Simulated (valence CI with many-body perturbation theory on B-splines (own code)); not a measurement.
W IV: E2, M1 decay

Calculated by valence CI with perturbative core correlation (CI+MBPT): three valence electrons over a frozen Dirac-Fock core [Xe] 4f14, radial functions for each j: 9 s, 9 p, 10 d, 8 f, 5 g, 3 h, 1 i, with the one-electron correlation potential Σ1, the two-electron term Σ2, the three-electron term Σ3, Breit, model QED; selected CI, second order for the rest, scaled by the run's own slope (own B-spline code, finite nucleus).

Against 58 measured levels this calculation errs by 1248 cm⁻¹ on average and by 2882 at most. These come from a selection out of J. Phys. B 45, 035001 (2012). Levels without a partner in it may be off by more, other configurations by 1,000 to 8,000 cm⁻¹. 6 measured levels below the end of the list, from 46088 cm⁻¹ on, found no clear computed partner, and computed levels of the same name lie up to 1334 cm⁻¹ from them.

Lines 51 to 100 of 119 in falling wavelength, among levels below 116356 cm⁻¹, chosen from the decays that carry over 1 % of a level's rate. Wavelengths and rates use the calculated energies, so an error of 1000 cm⁻¹ moves a line at 5300 Å by 5.3 % and its rate by three times that or more. Electric multipoles are in the length gauge, E1 and E2 with the static RPA response of the core. Weak lines are less certain than strong ones. Lines between different terms over intervals too small for the method are left out, as are lines whose strength nearly cancels and 1 of this kind that miss the measured wavelength by over 7 %.

Names give the largest LS component (configuration and term), which can be under half, so a name can repeat, a term be missing and a line seem to break the LS rules; names also repeat where a configuration has a term twice. Letters in brackets count levels of one name in rising energy.

| λ vac (Å) | λ from measured levels | Upper | Lower | Type | A (s⁻¹) | Branch % |
| --- | --- | --- | --- | --- | --- | --- |
| 5300 | 5445 | 5d3 2P_1/2 | 5d3 4F_3/2 | M1 | 9.92e-02 | 1.6 |
| 5300 | 5445 | 5d3 2P_1/2 | 5d3 4F_3/2 | E2 | 8.92e-02 | 1.5 |
| 5292 | 5519 | 5d3 2D_5/2 [b] | 5d3 2P_3/2 | M1 | 1.20e+00 | 2.8 |
| 5268 | 5400 | 5d3 4P_3/2 [b] | 5d3 4F_3/2 | M1 | 2.44e+00 | 14.7 |
| 5164 | 5384 | 5d3 2D_3/2 | 5d3 2P_3/2 | M1 | 7.83e-01 | 2.5 |
| 5020 | 5220 | 5d3 2F_7/2 | 5d3 4F_9/2 | M1 | 2.72e+00 | 41.8 |
| 5020 | 5220 | 5d3 2F_7/2 | 5d3 4F_9/2 | E2 | 3.43e-01 | 5.3 |
| 5019 | 5201 | 5d3 2D_5/2 [a] | 5d3 4F_5/2 | M1 | 1.26e+00 | 12.0 |
| 4901 | 5211 | 5d3 2D_5/2 [b] | 5d3 2G_9/2 | E2 | 4.83e-01 | 1.1 |
| 4705 | 4873 | 5d3 2D_5/2 [b] | 5d3 2D_5/2 [a] | M1 | 1.94e+00 | 4.6 |
| 4604 | 4768 | 5d3 2D_3/2 | 5d3 2D_5/2 [a] | M1 | 6.00e+00 | 19.1 |
| 4604 | 4768 | 5d3 2D_3/2 | 5d3 2D_5/2 [a] | E2 | 3.51e-01 | 1.1 |
| 4560 | 4780 | 5d2 6s 4F_3/2 | 5d3 4P_1/2 | E2 | 6.27e-01 | 1.9 |
| 4528 | 4719 | 5d3 2F_5/2 | 5d3 4F_7/2 | E2 | 2.91e-01 | 4.9 |
| 4528 | 4719 | 5d3 2F_5/2 | 5d3 4F_7/2 | M1 | 1.35e-01 | 2.3 |
| 4488 | 4623 | 5d3 2P_3/2 | 5d3 4F_5/2 | M1 | 4.34e+00 | 27.9 |
| 4444 | 4615 | 5d3 2F_7/2 | 5d3 4F_7/2 | M1 | 1.76e-01 | 2.7 |
| 4277 | 4392 | 5d3 2D_5/2 [a] | 5d3 4F_3/2 | M1 | 1.34e-01 | 1.3 |
| 4263 | 4450 | 5d2 6s 4F_3/2 | 5d3 4P_3/2 [a] | E2 | 7.13e-01 | 2.1 |
| 4137 | 4381 | 5d2 6s 4F_7/2 | 5d3 2H_9/2 | E2 | 5.63e-01 | 1.2 |
| 3898 | 4038 | 5d3 2D_5/2 [b] | 5d3 4P_3/2 [b] | M1 | 8.91e+00 | 20.9 |
| 3889 | 4020 | 5d3 2F_7/2 | 5d3 4F_5/2 | M1 | 9.16e-01 | 14.1 |
| 3889 | 4020 | 5d3 2F_7/2 | 5d3 4F_5/2 | E2 | 1.25e-01 | 1.9 |
| 3885 | 3973 | 5d3 2P_3/2 | 5d3 4F_3/2 | M1 | 1.43e+00 | 9.2 |
| 3870 | 4020 | 5d2 6s 4F_5/2 | 5d3 4P_3/2 [a] | E2 | 5.56e-01 | 1.4 |
| 3828 | 3965 | 5d3 2D_3/2 | 5d3 4P_3/2 [b] | M1 | 2.64e+00 | 8.4 |
| 3828 | 3965 | 5d3 2D_3/2 | 5d3 4P_3/2 [b] | E2 | 5.71e-01 | 1.8 |
| 3812 | 3941 | 5d3 2D_3/2 | 5d3 2P_1/2 | M1 | 1.14e+00 | 3.6 |
| 3698 | 3832 | 5d3 2D_5/2 [b] | 5d3 4P_5/2 | M1 | 9.59e+00 | 22.5 |
| 3691 | 3841 | 5d2 6s 4F_9/2 | 5d3 4P_5/2 | E2 | 2.92e+00 | 5.4 |
| 3662 | 3870 | 5d2 6s 4F_5/2 | 5d3 4F_9/2 | E2 | 1.51e+00 | 3.9 |
| 3636 | 3854 | 5d2 6s 4F_3/2 | 5d3 4F_7/2 | E2 | 1.34e+00 | 4.0 |
| 3635 | 3766 | 5d3 2D_3/2 | 5d3 4P_5/2 | M1 | 3.32e-01 | 1.1 |
| 3530 | 3693 | 5d3 2D_5/2 [b] | 5d3 2H_9/2 | E2 | 3.70e+00 | 8.7 |
| 3523 | 3701 | 5d2 6s 4F_9/2 | 5d3 2H_9/2 | E2 | 1.67e+00 | 3.1 |
| 3477 | 3579 | 5d3 2F_5/2 | 5d3 4F_3/2 | M1 | 1.89e+00 | 31.7 |
| 3477 | 3579 | 5d3 2F_5/2 | 5d3 4F_3/2 | E2 | 5.92e-01 | 9.9 |
| 3428 | 3568 | 5d3 2D_5/2 [b] | 5d3 2G_7/2 | M1 | 8.50e-01 | 2.0 |
| 3373 | 3511 | 5d3 2D_3/2 | 5d3 2G_7/2 | E2 | 6.10e+00 | 19.4 |
| 3361 | 3471 | 5d2 6s 4F_7/2 | 5d3 4P_3/2 [a] | E2 | 1.88e+00 | 4.0 |
| 3346 | 3527 | 5d2 6s 4F_5/2 | 5d3 4F_7/2 | E2 | 7.83e+00 | 20.2 |
| 3339 | 3530 | 5d2 6s 4P_1/2 | 5d3 4P_5/2 | E2 | 1.20e+01 | 9.6 |
| 3255 | 3430 | 5d2 6s 4F_3/2 | 5d3 4F_5/2 | E2 | 1.14e+01 | 34.3 |
| 3255 | 3430 | 5d2 6s 4F_3/2 | 5d3 4F_5/2 | M1 | 3.39e-01 | 1.0 |
| 3203 | 3359 | 5d2 6s 4F_7/2 | 5d3 4F_9/2 | E2 | 6.11e+00 | 12.9 |
| 3167 |  | 5d2 6s 2F_5/2 | 5d3 2H_9/2 | E2 | 1.37e+01 | 16.4 |
| 3084 |  | 5d2 6s 2F_5/2 | 5d3 2G_7/2 | E2 | 7.26e+00 | 8.7 |
| 3043 | 3128 | 5d3 2D_3/2 | 5d3 4P_1/2 | M1 | 5.29e-01 | 1.7 |
| 3043 | 3128 | 5d3 2D_3/2 | 5d3 4P_1/2 | E2 | 5.01e-01 | 1.6 |
| 3021 | 3169 | 5d2 6s 4F_5/2 | 5d3 4F_5/2 | E2 | 9.09e+00 | 23.5 |
